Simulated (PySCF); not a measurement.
Gas-phase reaction: In(CH₃)₂NH₂ + 5 C₃H₈ ⇌ InH₃ + 4 C₄H₁₀ (n-butane) + CH₃NH₂

Computed with PySCF and rigid-rotor harmonic-oscillator thermochemistry at 1 bar. S°(298 K) at PBE0/def2-TZVP differs from the NASA 1993 table for C₄H₁₀ (n-butane) (-9 J/mol/K); whether the harmonic model or the table's entry is off was not settled. † marks an energy on the PBE0/def2-TZVP geometry and frequencies; other levels use their own. MP2 and CCSD(T) freeze the core. All species are closed-shell singlets. In: scalar-relativistic def2 core potential, no spin-orbit coupling. Methyl groups turn as free rotors in In(CH₃)₂NH₂. In(CH₃)₂NH₂, InH₃: computed as isolated molecules; such fragments, hydroxides, amides, oligomers or adducts are transient or little studied in the gas. MP2 isn't extrapolated to the basis-set limit; its ΔH°(298 K) is 114.2 kJ in def2-SVP and 161.1 kJ in def2-TZVPP. CCSD(T) isn't extrapolated to the basis-set limit. The harmonic model lacks anharmonicity and excited electronic states, which grow with temperature; levels with a mode under 35 cm⁻¹ are left out. Internal rotation in C₃H₈, C₄H₁₀ (n-butane), CH₃NH₂ is treated as a harmonic vibration of one conformer, which makes the entropy rough. Soft modes under 120 cm⁻¹ make the harmonic entropy rough for In(CH₃)₂NH₂.

```json
[
 {"level": "BLYP/def2-TZVP†", "ΔE electronic, kJ": "163", "ΔH°(298 K), kJ": "152", "ΔS°(298 K), J/K": "-49", "ΔG°(1000 K), kJ": "202"},
 {"level": "CCSD(T)/def2-SVP†", "ΔE electronic, kJ": "112", "ΔH°(298 K), kJ": "100", "ΔS°(298 K), J/K": "-49", "ΔG°(1000 K), kJ": "150"},
 {"level": "M06-2X/def2-TZVP†", "ΔE electronic, kJ": "162", "ΔH°(298 K), kJ": "151", "ΔS°(298 K), J/K": "-49", "ΔG°(1000 K), kJ": "201"},
 {"level": "MP2/def2-SVP†", "ΔE electronic, kJ": "126", "ΔH°(298 K), kJ": "114", "ΔS°(298 K), J/K": "-49", "ΔG°(1000 K), kJ": "165"},
 {"level": "PBE/def2-SVP", "ΔE electronic, kJ": "119", "ΔH°(298 K), kJ": "107", "ΔS°(298 K), J/K": "-57", "ΔG°(1000 K), kJ": "166"},
 {"level": "PBE/def2-TZVP†", "ΔE electronic, kJ": "150", "ΔH°(298 K), kJ": "139", "ΔS°(298 K), J/K": "-49", "ΔG°(1000 K), kJ": "189"},
 {"level": "PBE0/def2-SVP†", "ΔE electronic, kJ": "111", "ΔH°(298 K), kJ": "99", "ΔS°(298 K), J/K": "-49", "ΔG°(1000 K), kJ": "149"},
 {"level": "PBE0/def2-TZVP", "ΔE electronic, kJ": "140", "ΔH°(298 K), kJ": "129", "ΔS°(298 K), J/K": "-49", "ΔG°(1000 K), kJ": "179"},
 {"level": "r2SCAN/def2-TZVP†", "ΔE electronic, kJ": "151", "ΔH°(298 K), kJ": "139", "ΔS°(298 K), J/K": "-49", "ΔG°(1000 K), kJ": "190"},
 {"level": "LDA/def2-TZVP†", "ΔE electronic, kJ": "123", "ΔH°(298 K), kJ": "112", "ΔS°(298 K), J/K": "-49", "ΔG°(1000 K), kJ": "162"}
]
```
ΔH° is lowest at PBE0/def2-SVP† and highest at BLYP/def2-TZVP†. No reference value is set beside these.
